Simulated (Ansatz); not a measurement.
Basis-set extrapolation for `CBOC1O[SiH2]1` (PBE0-D4/def2-TZVP geometry, frozen core, the Gaussian-basis code of Ansatz). Multiplicity 1, RHF reference.

```json
{"": "HF", "def2-TZVPP": "-543.289014", "def2-QZVPP": "-543.310498"}
{"": "MP2 correlation", "def2-TZVPP": "-1.026228", "def2-QZVPP": "-1.100921"}
{"": "CCSD(T) correlation", "def2-TZVPP": "-1.112476", "def2-QZVPP": "not run"}
```

Energies in hartree. Use E(X) = E(∞) + A·exp(−7.88·√X) for Hartree–Fock and E(X) = E(∞) + B·X^(−2.97) for correlation, with X = 3 and 4, and add CCSD(T) minus MP2 of the smaller set to the MP2 limit.

Question: What is the CCSD(T) energy at the basis-set limit?

Answer: HF limit: -543.310498 + (-0.021484) × 0.13774 = -543.31346. MP2 limit: -1.100921 + (-0.074693) × 0.74074 = -1.15625. Higher-order term: -1.112476 − (-1.026228) = -0.08625. Total: -544.55596 hartree, 405.6 kJ/mol below CCSD(T)/def2-TZVPP.
